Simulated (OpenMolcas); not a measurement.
Cu: from CASSCF to CASPT2

* Program: OpenMolcas
* Basis: ANO-RCC-VDZP [5s4p2d1f]
* Scalar Hamiltonian: X2C, point nucleus
* Active space: 11 electrons in 6 orbitals (3d 4s)
* State averaging: 2S+1 = 2 even, 6 roots
* Spin-orbit coupling: RASSI with atomic mean-field integrals over the reference wave functions, term energies averaged over their components

Methods on the same reference wave functions:
A. CASSCF
B. SS-CASPT2, IPEA 0.25 Eh, imaginary shift 0.1 Eh (closed shells correlated: 3s 3p)

Energies in cm⁻¹ above 3d¹⁰ 4s ²S_1/2, the measured ground level; measured values from NIST Handbook of Basic Atomic Spectroscopic Data.

| Level | A | B | Measured |
| --- | --- | --- | --- |
| 3d⁹ 4s² ²D_5/2 | -17558 | 14791 | 11203 |
| 3d⁹ 4s² ²D_3/2 | -15531 | 16818 | 13245 |
| 3d¹⁰ 4s ²S_1/2 | 0.0 | 0.0 | 0.0 |

A puts 3d⁹ 4s² ²D_5/2 lowest.

Deviations, from unrounded energies. A percentage is the sum of absolute deviations over the sum of measured energies, with the sign that they share, or ± where signs differ.

| Against measurement | Levels | A | B |
| --- | --- | --- | --- |
| mean absolute deviation (cm-1) | 2 | 29000 | 3600 |
| other configurations (%) | 2 | -235.3 | +29.3 |

B lies closest to measurement on these levels. The largest miss of B in the table is 3d⁹ 4s² ²D_5/2, by +3600 cm-1. The ranking rests on the paired levels alone, and a cruder setting can come out closer through cancelling errors.

The lowest spin-free term lies below A's lowest term by 0.667 hartree in B.

Over all roots computed the reference weight is 0.85 to 0.90 in B; the roots of lowest weight are the least certain, and an intruder state may touch them. A single d shell beside an s shell can misplace configurations of different d count against each other. Without dynamic correlation excited terms often stand tens of per cent too high (terms of higher spin than the ground term too low), and those without a measured partner can miss by more than the paired ones (holds for A). The lowest computed level is not the ground level that NIST lists (2S1/2) (holds for A). Computed and measured levels are paired by configuration, term and J; levels that our copy of the source lacks, or whose pairing is in doubt (as where it misses far off the trend of its configuration), stay unpaired and out of the deviations. Only configurations of the active space appear.
